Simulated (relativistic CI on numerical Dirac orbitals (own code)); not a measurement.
# Cr21+: q coefficients and field-shift factors

Computed by Dirac-Coulomb-Breit CI, separate exchange-only KLI orbitals for each configuration, derivatives by finite differences, unscaled Slater integrals, QED left out (own radial code, finite nucleus).

CI space (outside the closed core 1s2): 2s, 2p, 3s, 3p, 3d. Levels of other configurations are missing.

With x = (α/α₀)² − 1 an excitation energy changes as ω = ω₀ + qx; K = 2q/ω₀ is the relative enhancement. Terms are leading LS components, so labels can repeat. The field-shift factor is F = δν/δ⟨r²⟩ for the transition from the lowest level.

Lowest level 2s 2S_1/2.

| Level | ω₀ (cm⁻¹) | q (cm⁻¹) | F (GHz/fm²) |
| --- | --- | --- | --- |
| 2p 2P°_1/2 | 361758 | 15460 | -71.1 |
| 2p 2P°_3/2 | 452295 | 107600 | -71.3 |
| 3s 2S_1/2 | 7803642 | 81900 | -46 |
| 3p 2P°_1/2 | 7904096 | 86040 | -66.7 |
| 3p 2P°_3/2 | 7930824 | 113300 | -66.7 |
| 3d 2D_3/2 | 7967987 | 112500 | -66.1 |
| 3d 2D_5/2 | 7976457 | 121000 | -66.1 |

At this charge energies of transitions that change n are usually good to better than 1 %, and those within a shell (Δn = 0) to a few per cent.

Task: Which transition from the lowest level has the largest |K|?

Result: 2p 2P°_3/2 at 452295 cm⁻¹, K = 0.476.
